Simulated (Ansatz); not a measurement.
`[Cl][Cd][Cl]` + H₂S → `[SH][Cd][Cl]` + HCl at 600 K and 1 bar (ligand exchange at a Cd–Cl bond).

Program: Ansatz. Geometries: PBE0-D4/def2-TZVP. ΔE: electronic, gas phase. CCSD(T)/CBS adds triple-zeta CCSD(T) − MP2 to the extrapolated MP2 energy (def2 sets, frozen cores). This one scheme is used for every species. def2 core potentials past Kr. For Cd outer-core shells are correlated without core-valence functions, which leaves a few kJ/mol of doubt a bond. Each species was taken in one conformer, which may not be the lowest.

```json
{"species": "`[Cl][Cd][Cl]`", "CCSD(T)/CBS energy (Eh)": "-1087.36358", "H − E (kJ/mol)": "38.1", "S (J/(mol·K))": "328.2"}
{"species": "H₂S", "CCSD(T)/CBS energy (Eh)": "-398.97279", "H − E (kJ/mol)": "60.8", "S (J/(mol·K))": "230.9"}
{"species": "`[SH][Cd][Cl]`", "CCSD(T)/CBS energy (Eh)": "-1025.94547", "H − E (kJ/mol)": "62.8", "S (J/(mol·K))": "364.7"}
{"species": "HCl", "CCSD(T)/CBS energy (Eh)": "-460.38127", "H − E (kJ/mol)": "35.4", "S (J/(mol·K))": "207.2"}
```

H − E and S are ideal-gas, rigid-rotor, harmonic terms from PBE0-D4/def2-TZVP, for one conformer and one mirror image of each species. 1 Eh = 2625.50 kJ/mol, R = 8.31446 J/(mol·K).

Q: By hand: ΔE, ΔH, ΔS and ΔG.

A: ΔE = (-1025.94547) + (-460.38127) − (-1087.36358) − (-398.97279) = 0.00963 Eh = 25.3 kJ/mol. Δ(H − E) = 62.8 + 35.4 − 38.1 − 60.8 = -0.7, so ΔH = 24.6 kJ/mol. ΔS = 364.7 + 207.2 − 328.2 − 230.9 = 12.8 J/(mol·K). ΔG = 24.6 − 600 × (12.8)/1000 = 16.9 kJ/mol.

Q: By hand: the equilibrium constant, and the temperature at which ΔG would vanish if ΔH and ΔS stayed fixed.

A: log₁₀ K = −ΔG/(RT ln 10) = -1.5. ΔG = 0 at ΔH/ΔS = 1922 K, though so small a ΔS makes that figure unsure.

The number of gas molecules stays the same, so ΔS is small and ΔH decides. A doubt of 5 kJ/mol in ΔE shifts log₁₀ K by 0.4 here. Other conformers and mirror images would add mixing entropy, several J/(mol·K) or more a flexible species. These are equilibria of isolated gas molecules and say nothing of rates. Largest T1 diagnostic: 0.013 (customary marks: 0.02 for closed shells, 0.045 for open ones).
